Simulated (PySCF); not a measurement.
Molecule: SMILES C[SiH2][CH2], doublet. Atoms near the plane z = 1.5 Å, at the CAM-B3LYP/def2-SVP optimised geometry (x, y, z in Å): Si2 (-0.9, -0.2, 0.0), C3 (1.0, -0.2, 0.0), H6 (-1.4, 1.2, 0.0), H7 (-1.4, -0.8, 1.3), H8 (1.4, -1.2, 0.0), H9 (1.4, 0.3, 0.9).

Method: unrestricted CAM-B3LYP/def2-TZVP in PySCF. The values are rescaled to run from 0 to 1.

```
|%%%%%%%%%%%%%%%%%%%%%%%%%%%%%%%|
|%%%%%%%%%%%%%%%%%%%%%%%%%%%%%%%|
|%%%%%%%%%%%%%%%%%%%%%%%%%%%%%%%|
|%%%%%%%%%%%%%%%%%%%%%%%%%%%%%%%|
|%%%%%%%%%%%%%%%%%%%%%%%%%%%%%%%|
|%%%%%%%%%%%%%%%%%%%%%%%%%%%%%%%|
|%%%%%%%%%%%%%%%%%%%%%%%%%%%%%%%|
|%%%%%%%%%%%%%%%%%%%%%%%%%%%%%%%|
|%%%%%%%%%%%%%%%%%%%%%%%%%%%%%%%|
|%%%%%%%%%%%%%%%%%%%%%%%%%%%%%%%|
|%%%%%%%%%%%%%%%%%%%%%%%%%%%%%%%|
|%%%%%%%%%%%%%%%%%%%%@@@%%%%%%%%|
|%%%%%%%%%%%%%%%%%%@@@@@@%%%%%%%|
|%%%%%%%%%%%%%%%%%%@@@@@@%%%%%%%|
|%%%%%%%%@@@@@%%%%@@@@@@@%%%%%%%|
|%%%%%%%@@@@@@@%%%@@@@@@@%%%%%%%|
|%%%%%%@@@@@@@@@%%@@@@@@@%%%%%%%|
|%%%%%%@@@%%@@@@%%%@@@@@%%%%%%%%|
|%%%%%%@@% *@@@@%%%%%%%%%%%%%%%%|
|%%%%%%@@% #@@@%%%%%%%%%%%%%%%%%|
|%%%%%%@@@@@@@@%%%%%%%%%%%%%%%%%|
|%%%%%%%@@@@@@%%%%%%%%%%%%%%%%%%|
|%%%%%%%%@@@@%%%%%%%%%%%%%%%%%%%|
|%%%%%%%%%%%%%%%%%%%%%%%%%%%%%%%|
|%%%%%%%%%%%%%%%%%%%%%%%%%%%%%%%|
|%%%%%%%%%%%%%%%%%%%%%%%%%%%%%%%|
|%%%%%%%%%%%%%%%%%%%%%%%%%%%%%%%|
|%%%%%%%%%%%%%%%%%%%%%%%%%%%%%%%|
|%%%%%%%%%%%%%%%%%%%%%%%%%%%%%%%|
|%%%%%%%%%%%%%%%%%%%%%%%%%%%%%%%|
|%%%%%%%%%%%%%%%%%%%%%%%%%%%%%%%|
```
Scale: ten equal steps from 0.000 (start of ' ') to 1.00 (end of '@'), in the order ' .:-=+*#%@'; x runs from -3.50 to 3.50, y from -3.50 (bottom) to 3.50 (top).

Which quantity is mapped?
(A) deformation density (molecule minus spherical neutral atoms)
(B) log10 of the electron density
(C) Laplacian of the electron density
(D) an orbital amplitude

C, Laplacian of the electron density. In full: Laplacian of the electron density (e/bohr⁵).
